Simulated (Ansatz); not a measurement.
Input for Ansatz (a first-principles code): R-PBE/def2-TZVPP on CHCl (SMILES [CH]Cl), atoms moved off the minimum.

Ansatz 0.2 input:
```yaml
crystal:
  periodic: [false, false, false]
  atoms:
    - {symbol: C, position_ang: [-1.03965055, 0.58524009, -0.03835243]}
    - {symbol: Cl, position_ang: [0.51545847, -0.33848331, 0.07339391]}
    - {symbol: H, position_ang: [-1.79828842, -0.28304779, -0.09009784]}
basis:
  gaussian:
    orbitals: def2-TZVPP
hamiltonian:
  xc: {name: PBE}
scf: {lower_state_search: off}
output: {forces: true}
```

It printed:

```
WARN ansatz: RAYON_NUM_THREADS=1 ignored (pool sized by the plan → 1); use --threads N
Functional definition: PBE
these checks for a lower state are left out or cut short: stability, starts, cluster_reference, orbital_swaps, neighbouring_geometries, increment
integrals: 0.02 GiB planned
533 factors; their error is unknown
mean field: 0.16 GiB planned
mean field evaluation 1: about -13561.9694 eV, gradient 4.1e1 eV
mean field evaluation 2: about -13547.7584 eV, gradient 7.5e1 eV
mean field evaluation 4: about -13566.2956 eV, gradient 3.1e0 eV
mean field evaluation 8: about -13566.2990 eV, gradient 3.1e-1 eV
mean field evaluation 16: about -13566.2992 eV, gradient 7.4e-5 eV
mean field -13566.29916279 eV, -498.5522986648 hartree, gradient 4.6e-6 eV, S^2 0.000000; 0 other end points of the search recorded, 0 dependent functions left out
the calculation of the forces begins
reference -13566.29919152 eV, -498.5522997205 hartree; 12, 12 occupied and 75, 75 virtual orbitals, 533 factors
Total energy: -13566.29919152 eV, -498.5522997205 hartree
Atom 0 at    -1.039651     0.585240    -0.038352 Å, force     1.052686    -1.259350     0.076974 eV/Å
Atom 1 at     0.515458    -0.338483     0.073394 Å, force    -1.668461     0.847940    -0.119591 eV/Å
Atom 2 at    -1.798288    -0.283048    -0.090098 Å, force     0.615775     0.411410     0.042617 eV/Å
Dipole moment:    -0.067711    -0.284037    -0.004185 e Å
Checks for a lower state left out: stability, starts, cluster_reference, orbital_swaps, neighbouring_geometries, increment
```

The run converged.

Cost: roughly 0.7 core-seconds.
